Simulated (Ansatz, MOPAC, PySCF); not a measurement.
Noncovalent pair: GeH4 (SMILES [GeH4]) (first 5 atoms) with C2H6 (SMILES CC); geometry from B3LYP-D3(BJ)/def2-TZVP, rigid monomers moved along the line of their centres of mass till Ge1···C6 is 5.32 Å.
(charge 0, multiplicity 1):
```xyz
13

Ge    -0.15445     0.14854    -0.24638
H     -0.50518    -0.05966    -1.72773
H      0.41996    -1.15308     0.33115
H     -1.42204     0.53481     0.52929
H      0.88636     1.27009    -0.11978
C      0.66851     0.38733     5.00887
C     -0.27913    -0.76126     5.34162
H      1.11802     0.80582     5.91141
H      0.14639     1.19782     4.49665
H      1.48215     0.05641     4.36049
H      0.24373    -1.57033     5.85525
H     -0.72804    -1.18015     4.43931
H     -1.09214    -0.42929     5.99017
```

Monomers are frozen at their geometry in the pair; levels with a basis set take the counterpoise correction. Rows marked so take none.

Cores are frozen in the correlated methods. Filled d and f shells under p-block atoms count as core. Rows in 3-21G, 6-31G*, STO-3G carry no dispersion term and start afresh at each structure (6-31G* with six Cartesian d functions); the Pople sets are all-electron and without relativity. The state that PM3, PM6, PM7 reach isn't checked; PM7 holds dispersion and hydrogen-bond terms.

Codes used: Ansatz (Gaussian basis) for Hartree–Fock, density functionals and correlated methods; MOPAC for PM3, PM6, PM7 (differences of heats of formation); PySCF for 3-21G rows, 6-31G* rows, STO-3G rows, the dispersion terms. 

Other levels give for the interaction energy: PBE/def2-TZVPPD -4.3; B3LYP/def2-TZVPPD 4.0; B3LYP-D3(BJ)/def2-TZVPPD -11.2; wB97M-V/def2-TZVPPD -11.9; CCSD(T)/aug-cc-pVDZ -11.1 meV.

Problem. What do these common cheap choices give for the same quantity: PM3, PM6, PM7, HF/STO-3G (no counterpoise), HF/6-31G*, HF/6-31G* (no counterpoise), BP86/6-31G* (no counterpoise), B3LYP/3-21G (no counterpoise)?

Solution. PM3 2.7; PM6 -2.8; PM7 -8.1; HF/STO-3G (no counterpoise) -0.2; HF/6-31G* -0.1; HF/6-31G* (no counterpoise) -2.1; BP86/6-31G* (no counterpoise) 2.4; B3LYP/3-21G (no counterpoise) -2.4 meV. They span -8.1 to 2.7 meV.

Ansatz is a program for electronic structure.
